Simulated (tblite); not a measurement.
Species: C7H11N.
Atom-mapped SMILES: `[H]/[N:2]=[CH:3]\[C@:4]12[CH2:5][CH2:6][C@H:7]([CH2:8]1)[CH2:9]2` (hydrogens: H1 on N2; H10 on C3; H11, H12 on C5; H13, H14 on C6; H15 on C7; H16, H17 on C8; H18, H19 on C9)

Computed with GFN2-xTB (tblite), gas phase: Langevin dynamics at 300 K from the optimised GFN2-xTB geometry, time step 0.5 fs, friction 0.01 fs⁻¹, 2000 steps. Over the second half of the run the saved frames average 330 K.

The optimised geometry, where the run starts:
```
atom  x, y, z in Å
H1      2.257   -1.000    1.716
N2      2.752   -0.324    1.134
C3      2.030    0.258    0.288
C4      0.579    0.078    0.037
C5     -0.325    1.307    0.239
C6     -1.681    0.680   -0.157
C7     -1.204   -0.734   -0.492
C8     -0.266   -1.036    0.687
C9      0.057   -0.448   -1.320
H10     2.523    0.989   -0.351
H11    -0.036    2.133   -0.409
H12    -0.307    1.655    1.272
H13    -2.133    1.174   -1.016
H14    -2.398    0.687    0.663
H15    -1.953   -1.448   -0.822
H16     0.197   -2.020    0.624
H17    -0.649   -0.860    1.690
H18     0.571   -1.347   -1.651
H19    -0.022    0.265   -2.138
```

t = 175 fs, T = 364 K, E(pot) 0.639 eV above the start
```
atom  x, y, z in Å  |  force x, y, z in eV/Å
H1      2.249   -1.623    1.661   -0.748  -0.841   0.501
N2      2.664   -0.969    1.044    0.154   1.228  -1.526
C3      1.921   -0.391    0.185    2.550   0.750   1.374
C4      0.507   -0.438    0.027   -2.027  -0.588  -0.990
C5     -0.318    0.826    0.233    0.539   0.412   0.322
C6     -1.762    0.325   -0.033    1.055   0.720  -0.276
C7     -1.410   -1.107   -0.342    0.214  -0.657  -0.675
C8     -0.405   -1.417    0.731    0.212  -2.116   1.737
C9     -0.175   -0.926   -1.269   -0.647  -2.160  -1.275
H10     2.436    0.435   -0.353   -0.204  -0.697  -0.085
H11     0.063    1.570   -0.435   -0.161   0.728  -0.531
H12    -0.164    1.188    1.241   -0.166   0.184   0.330
H13    -2.139    0.774   -0.944   -0.480   0.376   0.167
H14    -2.325    0.569    0.861   -0.563  -0.425  -0.253
H15    -2.187   -1.829   -0.611    0.028   0.304   0.083
H16    -0.060   -2.476    0.873   -0.106   0.713  -0.845
H17    -0.752   -1.159    1.709   -0.071   0.507   0.884
H18     0.157   -1.970   -1.593   -0.044   1.245   0.426
H19    -0.344   -0.364   -2.201    0.465   0.318   0.631
```

t = 325 fs, T = 301 K, E(pot) 0.687 eV above the start
```
atom  x, y, z in Å  |  force x, y, z in eV/Å
H1      2.473   -1.744    1.750   -0.578  -0.991   1.263
N2      2.826   -1.356    0.918    0.042   1.088  -1.105
C3      1.961   -0.818    0.189    0.608   1.085  -2.121
C4      0.485   -0.755    0.159   -1.644  -1.584   0.902
C5     -0.192    0.603    0.455   -0.762  -0.913   0.831
C6     -1.710    0.246    0.276    0.348   0.014  -0.112
C7     -1.538   -1.239   -0.050   -0.110  -0.146  -0.834
C8     -0.487   -1.728    0.948    0.461   0.501   0.959
C9     -0.374   -1.177   -1.061   -0.037   0.823   0.499
H10     2.359   -0.235   -0.739   -0.239  -0.956   1.279
H11     0.089    1.252   -0.318    0.535   1.318  -0.737
H12     0.043    0.996    1.451   -0.011  -0.035  -0.302
H13    -2.224    0.897   -0.439    0.516  -0.482  -0.826
H14    -2.345    0.436    1.107   -0.028  -0.257   1.475
H15    -2.399   -1.908   -0.304    0.518   0.867   0.367
H16    -0.359   -2.830    0.933    0.370   0.864  -0.207
H17    -0.580   -1.369    1.977   -0.363  -0.406   0.122
H18    -0.168   -2.137   -1.438    0.531  -1.014  -0.615
H19    -0.424   -0.415   -1.806   -0.156   0.225  -0.839
```

t = 350 fs, T = 243 K, E(pot) 0.893 eV above the start
```
atom  x, y, z in Å  |  force x, y, z in eV/Å
H1      2.488   -2.024    1.610    0.347   1.469  -0.721
N2      2.799   -1.252    0.932    1.023  -2.434   1.667
C3      1.903   -0.782    0.233   -0.362   0.974  -0.921
C4      0.456   -0.834    0.265   -1.064  -2.574   0.095
C5     -0.171    0.499    0.505    0.510   1.701  -0.858
C6     -1.614    0.193    0.207   -0.830  -0.501  -1.022
C7     -1.475   -1.322   -0.101   -1.319  -0.798   1.402
C8     -0.559   -1.770    1.098    0.109   0.397  -0.758
C9     -0.266   -1.368   -1.024   -0.290   2.153   0.544
H10     2.192   -0.099   -0.576    0.369   0.069   0.172
H11     0.199    1.312   -0.245   -0.216  -1.135   1.634
H12    -0.028    0.723    1.552    0.266   0.789   0.058
H13    -1.955    0.856   -0.587   -0.104  -0.520  -0.642
H14    -2.318    0.404    0.975   -0.345  -0.149   1.126
H15    -2.399   -1.975   -0.194    0.862   1.052  -0.449
H16    -0.414   -2.878    1.070    0.334   1.006  -0.032
H17    -0.873   -1.470    2.135    0.451  -0.116  -1.045
H18     0.050   -2.327   -1.365    0.152  -0.373  -0.229
H19    -0.298   -0.556   -1.786    0.108  -1.010  -0.023
```

t = 450 fs, T = 231 K, E(pot) 0.803 eV above the start
```
atom  x, y, z in Å  |  force x, y, z in eV/Å
H1      1.804   -1.272    2.209    0.617  -0.148  -1.185
N2      2.447   -1.097    1.396    0.018   0.707   0.259
C3      1.903   -0.706    0.314    0.487  -0.439   1.722
C4      0.446   -0.756    0.176   -0.700   0.935   0.893
C5     -0.409    0.527    0.076    2.191   1.954  -0.974
C6     -1.765   -0.042    0.163   -1.300  -2.006  -0.940
C7     -1.396   -1.563    0.214   -1.058   0.120   1.563
C8     -0.300   -1.544    1.318    0.326   0.179  -1.146
C9     -0.302   -1.667   -0.797    1.604  -0.716  -0.692
H10     2.590   -0.341   -0.430   -0.117  -0.153  -0.452
H11    -0.275    1.010   -0.895    0.236  -0.263  -0.492
H12    -0.127    1.403    0.719   -0.374  -1.208   0.381
H13    -2.384    0.073   -0.767    0.271   0.490   1.102
H14    -2.213    0.252    1.082   -0.982   0.206   0.326
H15    -2.231   -2.288    0.298    0.416   0.447  -0.217
H16     0.201   -2.514    1.343   -0.340  -0.001   0.662
H17    -0.434   -1.062    2.306   -0.196  -0.378  -0.723
H18     0.270   -2.615   -0.821   -0.715   0.065  -0.037
H19    -0.402   -1.329   -1.822   -0.387   0.208  -0.050
```

t = 550 fs, T = 321 K, E(pot) 0.660 eV above the start
```
atom  x, y, z in Å  |  force x, y, z in eV/Å
H1      2.616   -0.629    2.074   -0.475  -0.067   0.747
N2      2.897   -0.470    1.130   -0.333   0.024  -1.620
C3      2.000   -0.477    0.240   -0.472  -0.179   0.465
C4      0.497   -0.614    0.282    0.190   0.194   0.627
C5     -0.261    0.702    0.022   -1.044  -0.057   2.414
C6     -1.693    0.112   -0.002   -0.744   1.655  -0.713
C7     -1.418   -1.313    0.330   -0.589  -1.584  -1.614
C8     -0.373   -1.234    1.422    0.228   0.784   0.738
C9     -0.254   -1.585   -0.636   -0.487  -0.340  -2.111
H10     2.265   -0.345   -0.803    0.614   0.119  -0.015
H11    -0.019    1.216   -0.875    0.418   0.468  -0.408
H12    -0.272    1.348    0.968    0.775  -0.366  -1.491
H13    -2.220    0.382   -0.937    0.478  -0.940  -0.195
H14    -2.364    0.581    0.693   -0.083   0.265   1.012
H15    -2.321   -1.963    0.234    0.764   0.211   0.709
H16     0.050   -2.133    1.833   -0.045  -0.683  -0.308
H17    -0.653   -0.630    2.294    0.149   0.300  -0.229
H18     0.105   -2.613   -0.647    0.155   0.019   0.403
H19    -0.466   -1.357   -1.750    0.501   0.176   1.587
```

t = 675 fs, T = 440 K, E(pot) 0.738 eV above the start
```
atom  x, y, z in Å  |  force x, y, z in eV/Å
H1      2.917   -0.318    1.732    0.024  -0.196  -0.872
N2      3.102   -0.286    0.705    0.758   0.261   0.820
C3      2.098   -0.187   -0.019   -2.073  -0.239   1.113
C4      0.633   -0.256    0.405    0.616  -0.630  -0.378
C5     -0.152    1.045    0.208   -0.702  -0.193   0.835
C6     -1.617    0.590    0.416    1.134  -2.309  -0.857
C7     -1.242   -0.872    0.760   -0.884  -1.450   2.032
C8      0.004   -0.868    1.701   -0.391   3.025  -1.106
C9     -0.265   -1.286   -0.324    0.199  -0.598  -1.139
H10     2.129   -0.076   -1.078    0.673   0.002  -0.653
H11     0.004    1.471   -0.731    0.388   0.635  -1.540
H12     0.058    1.786    0.970    0.427   0.159   0.131
H13    -2.340    0.582   -0.427    0.766   0.331   0.326
H14    -1.994    1.098    1.238   -1.105   0.784   1.380
H15    -1.986   -1.567    1.230   -0.079   0.598  -1.175
H16     0.273   -1.843    1.968    0.617  -1.090   0.258
H17    -0.012   -0.189    2.550   -0.057  -0.074   0.203
H18     0.167   -2.321   -0.209   -0.630   0.950  -0.170
H19    -0.569   -1.132   -1.389    0.322   0.035   0.791
```

t = 725 fs, T = 282 K, E(pot) 0.835 eV above the start
```
atom  x, y, z in Å  |  force x, y, z in eV/Å
H1      2.682   -1.046    1.290    0.512   0.293  -0.453
N2      3.037   -0.567    0.439   -1.538   0.986  -1.003
C3      2.046    0.011   -0.151    0.416  -1.264   1.077
C4      0.641   -0.123    0.379    0.901   1.868  -1.165
C5     -0.122    1.223    0.253   -0.553   0.825   0.616
C6     -1.536    0.751    0.704   -0.246   0.726   1.589
C7     -1.217   -0.712    0.834    0.582  -0.868   1.705
C8      0.096   -0.648    1.703    1.643  -0.883   0.935
C9     -0.321   -1.036   -0.344    0.237  -1.060  -0.172
H10     2.061    0.563   -1.135    0.646  -0.690   1.225
H11    -0.239    1.616   -0.773    0.573  -0.200   0.414
H12     0.325    2.017    0.911   -0.433  -0.682  -0.611
H13    -2.276    0.943   -0.030   -0.621   0.125  -0.886
H14    -1.983    1.218    1.666    1.117  -0.710  -1.189
H15    -1.938   -1.456    1.128   -0.602   0.115   0.085
H16     0.618   -1.650    1.994   -1.289   1.295  -0.605
H17     0.262    0.024    2.611   -0.798  -0.652  -1.196
H18    -0.026   -2.095   -0.408    0.072   0.292   0.396
H19    -0.568   -0.755   -1.339   -0.618   0.486  -0.763
```

t = 775 fs, T = 303 K, E(pot) 0.700 eV above the start
```
atom  x, y, z in Å  |  force x, y, z in eV/Å
H1      2.568   -1.529    1.016   -0.168   0.419  -0.084
N2      2.897   -0.800    0.377    1.869  -1.776   0.645
C3      2.122   -0.007   -0.130   -2.981   1.401  -0.027
C4      0.616    0.123    0.157    1.945  -2.019   0.924
C5     -0.191    1.340    0.269   -0.696   2.732  -1.892
C6     -1.564    0.804    0.700   -0.303   0.092  -0.718
C7     -1.167   -0.640    0.775   -1.195  -1.406  -1.543
C8      0.152   -0.595    1.434    0.756   0.642   0.828
C9     -0.359   -0.777   -0.580   -1.307  -0.550   0.190
H10     2.507    0.697   -0.817    0.499   0.742  -0.728
H11    -0.300    1.722   -0.759    0.091   0.541   0.163
H12     0.171    2.162    0.886    0.174  -0.234   0.158
H13    -2.400    0.941   -0.018    0.635   0.167   0.210
H14    -1.859    1.248    1.620   -0.337   0.124   0.923
H15    -1.969   -1.341    1.060    0.429   0.098  -0.151
H16     0.629   -1.502    1.672    0.355  -1.246  -0.004
H17     0.187    0.037    2.286    0.123   0.525   1.141
H18     0.024   -1.773   -0.769   -0.064  -0.129   0.004
H19    -0.858   -0.369   -1.461    0.174  -0.123  -0.040
```

t = 825 fs
```
atom  x, y, z in Å
H1      2.569   -1.603    0.694
N2      2.826   -0.830    0.081
C3      1.962    0.085   -0.171
C4      0.520    0.140    0.250
C5     -0.070    1.506    0.239
C6     -1.569    1.107    0.512
C7     -1.384   -0.455    0.567
C8     -0.083   -0.578    1.458
C9     -0.448   -0.695   -0.631
H10     2.280    1.007   -0.775
H11     0.088    2.136   -0.636
H12     0.419    2.174    1.013
H13    -2.055    1.499   -0.350
H14    -1.962    1.469    1.500
H15    -2.322   -1.013    0.730
H16     0.087   -1.688    1.482
H17    -0.056   -0.132    2.496
H18    -0.174   -1.770   -0.672
H19    -0.589   -0.267   -1.592
```

**Question.** Estimate the potential energy and the forces of this last frame.

**Answer.** 0.784 eV above the start.

| atom | Fx (eV/Å) | Fy (eV/Å) | Fz (eV/Å) |
| --- | --- | --- | --- |
| H1 | -0.441 | 0.207 | -0.153 |
| N2 | -0.729 | 1.833 | -0.667 |
| C3 | 1.181 | -0.661 | 0.550 |
| C4 | 2.007 | -1.084 | -0.776 |
| C5 | -0.283 | 1.498 | 1.732 |
| C6 | 1.337 | -0.290 | 1.042 |
| C7 | -0.178 | 1.658 | 0.085 |
| C8 | -1.537 | -0.879 | 0.243 |
| C9 | 0.296 | -0.688 | 1.209 |
| H10 | -0.166 | -1.559 | 0.662 |
| H11 | -0.283 | -0.635 | -0.531 |
| H12 | -0.702 | -0.871 | -0.095 |
| H13 | -1.204 | -0.114 | -0.173 |
| H14 | 0.235 | -0.077 | -1.130 |
| H15 | 0.624 | 0.081 | -0.013 |
| H16 | 0.500 | 1.112 | 0.307 |
| H17 | -0.022 | -0.349 | -1.280 |
| H18 | 0.013 | 0.700 | -0.292 |
| H19 | -0.648 | 0.120 | -0.719 |

The bond farthest from its length at the start is C3–H10 (1.148 against 1.089 Å), and half the difference of its two atoms' forces along it is -0.58 eV/Å (positive lengthens). The largest atomic force is 2.41 eV/Å.

The cost below is that of the whole dynamics run. On one thread of an Arm Neoverse N1, shared host with 64 logical CPUs at a one-minute load of 57, this took 20 s wall and 0.18 GiB of memory at its peak.
